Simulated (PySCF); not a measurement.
**Two-component Hartree-Fock for Zn(16+) (zinc, charge +16)**

Start: [Ne] 3s2 3p2; 3p1/2 filled at m_j = -1/2, +1/2. Calculated with PySCF 2.14 in an even-tempered Gaussian basis (19 s from 1.5 bohr⁻², ratio 2.4; 13 p from 1.9 bohr⁻², ratio 2.4; 5 d from 8.1 bohr⁻², ratio 2.6; 4 f from 12 bohr⁻², ratio 2.6): generalised Hartree-Fock with the X2C-1e Hamiltonian and a Gaussian nucleus; one run each with spin-orbit coupling (SO) switched off, then screened by Boettger's factors.

```
spinor shell  electrons  ε, spin-free (eV)  ε, screened SO (eV)  weight of nominal j (screened SO)  rms radius, screened SO (bohr)
       1s1/2          2           -10319.1             -10318.5                              1.000                          0.0580
       2s1/2          2            -1805.8              -1805.5                              1.000                           0.241
       2p1/2          2            -1638.7              -1657.4                              0.990                           0.213
       3s1/2          2            -618.37              -618.23                              1.000                           0.617
       3p1/2          2            -575.25              -576.03                              0.782                           0.610
```

Q: Where does 2p3/2 lie, and what is the 2p spin-orbit splitting (screened SO)?

A: At -1629.2 eV, 28.223 eV above 2p1/2.

```csv
quantity,spin-free,screened SO
E (hartree),-1664.48973,-1664.65121
M_J,0,0
⟨J²⟩,2.002,0.833
⟨L²⟩,2.002,1.801
⟨S²⟩,2.001,1.783
```

The determinant has a definite M_J but mixes levels of different J.

Each row is a mean over spinors that exchange with the open shell spreads, by up to 14.945 eV (3s1/2).

Rows whose weight is well below 1 are mixtures of j = l ± 1/2: exchange outweighs spin-orbit coupling there, and the label is only the starting occupation.

Without spin-orbit coupling the j labels of p, d and f shells carry no meaning; the spin-free column gives the mean over the occupied spinors of each nl shell.
